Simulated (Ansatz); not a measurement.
```yaml
crystal:
  periodic: [false, false, false]
  atoms:
    - {symbol: Ge, position_ang: [0.863334, -0.005862, 0.617065]}
    - {symbol: C, position_ang: [0.816508, -0.095502, 2.503910]}
    - {symbol: H, position_ang: [1.385846, -0.915528, 2.872344]}
    - {symbol: H, position_ang: [-0.182484, -0.189879, 2.855247]}
    - {symbol: H, position_ang: [1.227347, 0.801912, 2.899953]}
    - {symbol: C, position_ang: [2.635757, 0.081772, -0.030862]}
    - {symbol: H, position_ang: [2.646203, 0.177123, -1.089727]}
    - {symbol: H, position_ang: [3.140891, -0.816757, 0.230428]}
    - {symbol: H, position_ang: [3.169980, 0.900384, 0.389338]}
    - {symbol: N, position_ang: [0.001119, 1.410461, -0.039636]}
    - {symbol: C, position_ang: [-1.382249, 1.506566, 0.121873]}
    - {symbol: C, position_ang: [-1.811649, 2.331132, 1.265334]}
    - {symbol: C, position_ang: [0.642745, 2.490076, -0.648721]}
    - {symbol: C, position_ang: [0.546234, 2.496041, -2.119418]}
    - {symbol: H, position_ang: [-1.773327, 0.517890, 0.228720]}
    - {symbol: H, position_ang: [-1.829206, 1.888887, -0.774765]}
    - {symbol: H, position_ang: [-1.466982, 1.918555, 2.185000]}
    - {symbol: H, position_ang: [-1.427881, 3.323112, 1.196509]}
    - {symbol: H, position_ang: [-2.873879, 2.402895, 1.313410]}
    - {symbol: H, position_ang: [0.253711, 3.414471, -0.268607]}
    - {symbol: H, position_ang: [1.672098, 2.494105, -0.369855]}
    - {symbol: H, position_ang: [1.024710, 1.639274, -2.533724]}
    - {symbol: H, position_ang: [-0.469440, 2.481359, -2.441075]}
    - {symbol: H, position_ang: [1.001921, 3.365480, -2.536211]}
    - {symbol: N, position_ang: [-0.021903, -1.425832, 0.004567]}
    - {symbol: C, position_ang: [-0.268063, -1.537593, -1.365285]}
    - {symbol: C, position_ang: [0.668956, -2.418405, -2.084241]}
    - {symbol: C, position_ang: [-0.476822, -2.465393, 0.816587]}
    - {symbol: C, position_ang: [-1.909779, -2.388853, 1.152507]}
    - {symbol: H, position_ang: [-0.235271, -0.557522, -1.790303]}
    - {symbol: H, position_ang: [-1.270689, -1.879900, -1.531916]}
    - {symbol: H, position_ang: [1.665896, -2.049112, -2.019248]}
    - {symbol: H, position_ang: [0.666133, -3.403705, -1.678117]}
    - {symbol: H, position_ang: [0.412008, -2.497757, -3.115498]}
    - {symbol: H, position_ang: [-0.277170, -3.409437, 0.349312]}
    - {symbol: H, position_ang: [0.090199, -2.484638, 1.719683]}
    - {symbol: H, position_ang: [-2.120360, -1.512183, 1.719776]}
    - {symbol: H, position_ang: [-2.511784, -2.352994, 0.274047]}
    - {symbol: H, position_ang: [-2.222687, -3.234604, 1.721602]}
basis:
  gaussian: {orbitals: def2-mTZVP}
magnetization: {spin_polarized: true, initial_magnetization: 0}
hamiltonian: {xc: {name: wB97X-V}}
scf: {lower_state_search: off}
output: {forces: true}
```

```sh
$ ansatz run in.yaml --threads 2 --pin off --events-out ev --progress --plain --max-ram 22528MiB --backend cuda --devices 0, --max-vram 18GiB
```

Output, abridged:

```
Functional definition: wB97X-V
3347 factors; integrals over basis functions are off by at most 1.2e-3 eV
974 factors; integrals over basis functions are off by at most 4.6e-6 eV
mean field evaluation 1: about -70269.5182 eV, gradient 6.6e1 eV
mean field evaluation 2: about -70277.1920 eV, gradient 5.2e1 eV
mean field evaluation 4: about -70287.2410 eV, gradient 2.4e0 eV
mean field evaluation 8: about -70287.6206 eV, gradient 1.8e-1 eV
mean field evaluation 16: about -70287.6208 eV, gradient 9.0e-5 eV
mean field -70287.62077113 eV, -2583.0224206787 hartree, gradient 4.7e-6 eV, S^2 0.000000; 0 other end points of the search recorded, 0 dependent functions left out
reference -70287.62076772 eV, -2583.0224205532 hartree; 66, 66 occupied and 276, 276 virtual orbitals, 3347 factors
Total energy: -70287.62076772 eV, -2583.0224205532 hartree
Atom 0 at     0.863334    -0.005862     0.617065 Å, force     0.353972     0.011036     0.264627 eV/Å
Atom 1 at     0.816508    -0.095502     2.503910 Å, force     0.048790    -0.031270     0.082055 eV/Å
Atom 2 at     1.385846    -0.915528     2.872344 Å, force     0.568652    -0.808499     0.464807 eV/Å
Atom 3 at    -0.182484    -0.189879     2.855247 Å, force    -1.018229    -0.106786     0.457232 eV/Å
Atom 4 at     1.227347     0.801912     2.899953 Å, force     0.411417     0.915666     0.508922 eV/Å
Atom 5 at     2.635757     0.081772    -0.030862 Å, force     0.099496     0.035849     0.028217 eV/Å
Atom 6 at     2.646203     0.177123    -1.089727 Å, force     0.102641     0.106522    -1.115308 eV/Å
Atom 7 at     3.140891    -0.816757     0.230428 Å, force     0.613241    -0.917971     0.226252 eV/Å
Atom 8 at     3.169980     0.900384     0.389338 Å, force     0.628661     0.805444     0.389287 eV/Å
Atom 9 at     0.001119     1.410461    -0.039636 Å, force     0.536962    -0.673790     0.250460 eV/Å
Atom 10 at    -1.382249     1.506566     0.121873 Å, force    -0.937834    -0.308077    -0.458977 eV/Å
Atom 11 at    -1.811649     2.331132     1.265334 Å, force    -0.252505     0.427777     0.543425 eV/Å
Atom 12 at     0.642745     2.490076    -0.648721 Å, force     0.550001     0.924410     0.197907 eV/Å
Atom 13 at     0.546234     2.496041    -2.119418 Å, force    -0.050767     0.079940    -0.716176 eV/Å
Atom 14 at    -1.773327     0.517890     0.228720 Å, force    -0.529113    -0.953872     0.083526 eV/Å
Atom 15 at    -1.829206     1.888887    -0.774765 Å, force    -0.514630     0.353652    -0.884432 eV/Å
Atom 16 at    -1.466982     1.918555     2.185000 Å, force     0.346313    -0.411932     0.962379 eV/Å
Atom 17 at    -1.427881     3.323112     1.196509 Å, force     0.364766     1.012360    -0.037551 eV/Å
Atom 18 at    -2.873879     2.402895     1.313410 Å, force    -1.100732     0.080321     0.078640 eV/Å
Atom 19 at     0.253711     3.414471    -0.268607 Å, force    -0.342161     0.958768     0.366152 eV/Å
Atom 20 at     1.672098     2.494105    -0.369855 Å, force     1.067742     0.099251     0.252670 eV/Å
Atom 21 at     1.024710     1.639274    -2.533724 Å, force     0.506965    -0.888180    -0.457766 eV/Å
Atom 22 at    -0.469440     2.481359    -2.441075 Å, force    -1.021514    -0.009392    -0.370715 eV/Å
Atom 23 at     1.001921     3.365480    -2.536211 Å, force     0.465034     0.861550    -0.450719 eV/Å
Atom 24 at    -0.021903    -1.425832     0.004567 Å, force     0.463748     0.637579     0.413707 eV/Å
Atom 25 at    -0.268063    -1.537593    -1.365285 Å, force    -0.688996     0.322630    -0.767336 eV/Å
Atom 26 at     0.668956    -2.418405    -2.084241 Å, force     0.430037    -0.454182    -0.395602 eV/Å
Atom 27 at    -0.476822    -2.465393     0.816587 Å, force     0.307576    -0.943375     0.494383 eV/Å
Atom 28 at    -1.909779    -2.388853     1.152507 Å, force    -0.706263    -0.034626     0.159005 eV/Å
Atom 29 at    -0.235271    -0.557522    -1.790303 Å, force    -0.024846     0.951307    -0.554520 eV/Å
Atom 30 at    -1.270689    -1.879900    -1.531916 Å, force    -1.013937    -0.315709    -0.230907 eV/Å
Atom 31 at     1.665896    -2.049112    -2.019248 Å, force     1.040865     0.369833     0.054066 eV/Å
Atom 32 at     0.666133    -3.403705    -1.678117 Å, force     0.020615    -1.012334     0.381934 eV/Å
Atom 33 at     0.412008    -2.497757    -3.115498 Å, force    -0.238063    -0.090388    -1.077036 eV/Å
Atom 34 at    -0.277170    -3.409437     0.349312 Å, force     0.199021    -0.987388    -0.417567 eV/Å
Atom 35 at     0.090199    -2.484638     1.719683 Å, force     0.550756    -0.111534     0.948944 eV/Å
Atom 36 at    -2.120360    -1.512183     1.719776 Å, force    -0.243770     0.912811     0.608503 eV/Å
Atom 37 at    -2.511784    -2.352994     0.274047 Å, force    -0.653119     0.033171    -0.870724 eV/Å
Atom 38 at    -2.222687    -3.234604     1.721602 Å, force    -0.340796    -0.840571     0.588239 eV/Å
Dipole moment:     0.060356     0.000503     0.050672 e Å
Checks for a lower state left out: stability, starts, cluster_reference, orbital_swaps, neighbouring_geometries, increment
```

Run time 16 s (2 threads of AMD EPYC 7R13 on a shared host and a share (18 GiB) of an NVIDIA H100 80GB HBM3), peak host memory 1.4 GiB.
